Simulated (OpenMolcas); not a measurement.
## Zr2+: the spin-orbit constant, Racah parameters, worked from levels

```json
{
 "Program": "OpenMolcas",
 "Basis": "ANO-RCC-VQZP [8s7p5d3f2g1h]",
 "Scalar Hamiltonian": "DKH2, point nucleus",
 "Active space": "8 electrons in 8 orbitals (RAS1 4p, at most 2 holes; RAS2 4d)",
 "State averaging": "2S+1 = 3 even, 10 roots; 2S+1 = 1 even, 15 roots",
 "Spin-orbit coupling": "RASSI with atomic mean-field integrals over the reference wave functions, term energies averaged over their components"
}
```

Methods: RASSCF; SS-RASPT2, IPEA 0.25 Eh, imaginary shift 0.1 Eh (closed shells correlated: 4s). Measured levels: Moore, Atomic Energy Levels, vol. II, NSRDS-NBS 35 (1971 reprint of NBS Circular 467, 1952); NIST levels as listed in Rynkun, Gaigalas and Jonsson, Astron. Astrophys. 637, A10 (2020).

**The spin-orbit constant.** For the Hund term 3F of d2, E(J) = (A/2) J(J+1) + constant and ζ = 2S·A = 2A. From J = 2 to J = 4 the energy changes by 7 A.

```
   Source  E(4) - E(2)      A    ζ
   RASSCF       1661.4  237.3  475
SS-RASPT2       1679.5  239.9  480
 measured       1486.4  212.3  425
```

All in cm-1. SS-RASPT2 is off by +13.0 % and RASSCF by +11.8 %. Both methods take the spin-orbit matrix elements from the reference wave functions, so the second can move ζ only through the term energies and any multistate remixing. Second-order mixing with other terms is absorbed into this ζ.

**Racah parameters.** Above 3F, d2 has 3P at 15B, 1G at 12B + 2C and 1D at 5B + 2C. The first two fix B and C, and the third tests them; where it misses by thousands of cm-1, two parameters do not describe the configuration (Trees and configuration-interaction terms are left out) and B and C hang on the terms chosen. Term energies are centres of gravity, weighted by 2J + 1.

```
   Source    3P     1G    B     C   C/B  1D from B, C  1D found
   RASSCF  9620  13559  641  2932  4.57          9069      7787
SS-RASPT2  7895   9879  526  1782  3.39          6194      5193
 measured  7717  10185  514  2006  3.90          6582      4878
```

Energies in cm-1. From RASSCF to SS-RASPT2, B changes by -17.9 % and C by -39.2 %. Against the measured terms, SS-RASPT2 has B off by +2.3 % and C by -11.2 %.

CASPT2 does not keep the components of a term degenerate, so their means are used; among the terms shown or strongly mixed into the levels shown the widest spread is 260 cm-1 (4d2 1G, SS-RASPT2). Active for correlation alone: 4p; no level in the range computed is led by a configuration that opens it, so any true level of that kind is missing. Without dynamic correlation excited terms often stand tens of per cent too high (terms of higher spin than the ground term too low), and those without a measured partner can miss by more than the paired ones (holds for RASSCF). Some levels mix across a computed gap that differs much from the measured one, so their mixing is not that of the real levels (holds for RASSCF). Measured partners are found by configuration, term and J. A level has none where our copy of the source lacks it or the pairing is in doubt (some pairs that miss far off the trend of their configuration count as doubtful), and it then counts in no deviation. Levels of configurations outside the active space are missing.
